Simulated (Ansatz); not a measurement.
Relaxation of a periodic cell of 13 atoms, Hf12H (host Hf, host structure hcp, interstitial H), to a largest force component of 0.08 eV/Å in at most 25 steps.

Method: DFT PBEsol, scalar-relativistic, plane waves, PAW in Ansatz 0.2.0. Settings: accuracy low, cutoff 420 eV, k mesh 2x2x2, fermi-dirac smearing 0.1 eV, no spin polarisation.

```xyz
13
Lattice="6.4000 0.0000 0.0000 -4.8000 8.3138 0.0000 0.0000 0.0000 5.0624" Properties=species:S:1:pos:R:3
Hf 0.000 0.000 0.000
Hf 0.000 1.848 2.531
Hf -1.600 2.771 0.000
Hf -1.600 4.619 2.531
Hf -3.200 5.543 0.000
Hf -3.200 7.390 2.531
Hf 3.200 0.000 0.000
Hf 3.200 1.848 2.531
Hf 1.600 2.771 0.000
Hf 1.600 4.619 2.531
Hf 0.000 5.543 0.000
Hf 0.000 7.390 2.531
H 3.190 3.761 1.258
```

Where does it end, and by what steps?

It converged. The threshold is loose, so the end isn't yet a minimum. Limits of this set-up: coarse k mesh, odd electron count without spin, low accuracy level. After 4 steps the energy has fallen by 0.064 eV; Hf10 moved furthest, 0.07 Å.

```csv
step,energy less start (eV),largest force component (eV/Å),accepted
0,0.0000,0.404,yes
1,0.2289,1.162,no
2,-0.0567,0.197,yes
3,-0.0092,0.303,no
4,-0.0644,0.050,yes
```

```xyz
13
Lattice="6.4000 0.0000 0.0000 -4.8000 8.3138 0.0000 0.0000 0.0000 5.0624" Properties=species:S:1:pos:R:3
Hf 0.013 -0.013 -0.010
Hf -0.004 1.852 2.527
Hf -1.554 2.731 -0.008
Hf -1.576 4.669 2.535
Hf -3.190 5.562 0.016
Hf -3.203 7.419 2.538
Hf 3.202 -0.021 -0.006
Hf 3.189 1.831 2.517
Hf 1.576 2.728 -0.007
Hf 1.553 4.665 2.536
Hf 0.003 5.546 0.002
Hf -0.015 7.410 2.541
H 3.195 3.722 1.263
```

The run took 18 s on 4 threads of Intel(R) Xeon(R) Platinum 8559C (Emerald Rapids) (shared host), peak memory 1.4 GiB.
